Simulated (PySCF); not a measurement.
# Polarisability and C₆ of Fe (iron, neutral)

[Ar] 3d7 4s1, high-spin 5F determinant (an excited configuration). Computed with PySCF 2.14 in x2c-TZVPPall with one added diffuse shell each of s, p, d, f type (7s6p5d3f1g, 80 functions), with the spin-free X2C one-electron Hamiltonian (Gaussian nucleus). Coupled (time-dependent) response in atomic units; α is the mean over directions.

```json
{"method": "TPSSh", "mean α (bohr³)": "56.94", "C₆ (like pair)": "422.3", "S(−4)": "2470"}
{"method": "wB97X-V", "mean α (bohr³)": "63.81", "C₆ (like pair)": "481.2", "S(−4)": "3355"}
```

S(−4) is the Cauchy moment in α(ω) = α(0) + S(−4) ω² + …

α(iu) at TPSSh:

| u (hartree) | α(iu) (bohr³) |
| --- | --- |
| 0 | 56.94 |
| 0.0500 | 51.45 |
| 0.100 | 40.38 |
| 0.200 | 23.31 |
| 0.300 | 15.06 |
| 0.500 | 8.458 |
| 0.750 | 5.331 |
| 1.00 | 3.789 |
| 1.50 | 2.280 |
| 2.00 | 1.565 |
| 3.00 | 0.8975 |
| 5.00 | 0.4178 |

A single London oscillator, α(iu) = α/(1 + u²/ω²), gives C₆ = (3/4) ω α². Matching the computed C₆ needs ω = 4 × 422.3 / (3 × 56.94²) = 0.174 hartree.
